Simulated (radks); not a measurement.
Results of a calculation; reference values are marked as such.
Eu XLIII, configuration [Ar] 3d3.

Code: a radial shooting solver on a logarithmic mesh with Libxc functionals. Model: non-relativistic Kohn-Sham, TPSS, spin-polarised, spherical densities, point nucleus; open shells are filled with parallel spins first (spin-orbit coupling, left out, can overturn this in heavy ions); meta-GGA in the generalised Kohn-Sham scheme; relativity is left out, which matters for an element this heavy.

Energy parts (eV):
| part | energy |
|---|---|
| total | -244857.38 |
| kinetic | 244829.00 |
| electron-nucleus | -524386.82 |
| Hartree | 38808.68 |
| exchange-correlation | -4108.24 |

Orbitals (lengths in bohr, moments of r in powers of bohr; <r^-3> diverges for s and p1/2):
orbital  occ.  eigenvalue (eV)  <r^-3>
1s up       1        -47943.72       -
1s down     1        -47943.68       -
2s up       1        -9530.094       -
2s down     1        -9516.419       -
2p up       3        -9188.460    8607
2p down     3        -9178.266    8626
3s up       1        -3574.277       -
3s down     1        -3560.641       -
3p up       3        -3436.971    2044
3p down     3        -3421.599    2026
3d up       3        -3209.373   357.3
3d down     0        -3189.168   355.8
4s up       0        -1841.921       -
4s down     0        -1837.139       -
4p up       0        -1782.378   739.9
4p down     0        -1777.198   734.9

The highest occupied level is 3d up at -3209.4 eV. The spin density at the nucleus is -5.63 e/bohr^3 (1s -0.43, 2s -21.81, 3s 16.61). The electron density at the nucleus is 1.779e+05 e/bohr^3. Spin moment in Bohr magnetons: 3. For comparison, the ionisation energy in NIST's Atomic Spectra Database is 3279 eV (theoretical). In exact Kohn-Sham theory the highest level is minus the ionisation energy, but local and semilocal functionals leave it too shallow, through self-interaction and a potential that decays too fast; potentials with the right tail come closer.
